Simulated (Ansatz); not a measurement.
CH7BGeS, SMILES `CB[S][GeH3]`, relaxed with RKS PBE0-D4/def2-TZVP in Ansatz 0.2.0 from a PBE-D4/def2-SVP geometry. The force threshold is 0.005 eV/Å; the program also tests the step.

The species carries charge 0 and has multiplicity 1.

Start:

```xyz
11

C     0.953    0.263    2.050
B     0.135    0.167    0.716
S     0.889   -0.551   -0.753
Ge   -0.818   -0.364   -2.233
H     0.972    1.320    2.398
H     1.994   -0.113    2.000
H     0.414   -0.293    2.851
H    -1.017    0.564    0.658
H    -1.174    1.132   -2.412
H    -2.039   -1.158   -1.708
H    -0.308   -0.966   -3.566
```

Question: How much energy does the relaxation release, and in how many steps? (Estimate.)

Answer: The calculation gave: 0.04 eV, in 5 steps.

Question: Which bonds change most? (An estimate is asked.)

Answer: Ansatz gave: S3–Ge4 from 2.266 to 2.235 Å; B2–H8 from 1.221 to 1.200 Å; C1–H7 from 1.114 to 1.097 Å; C1–H5 from 1.113 to 1.096 Å.

Question: Give the relaxed structure. (An estimate is asked.)

Answer: The calculation gave: 
```xyz
11

C     0.940    0.261    2.035
B     0.131    0.162    0.708
S     0.880   -0.541   -0.755
Ge   -0.806   -0.360   -2.210
H     0.972    1.305    2.369
H     1.962   -0.119    1.982
H     0.408   -0.279    2.827
H    -1.001    0.555    0.650
H    -1.167    1.121   -2.385
H    -2.013   -1.150   -1.687
H    -0.306   -0.953   -3.534
```
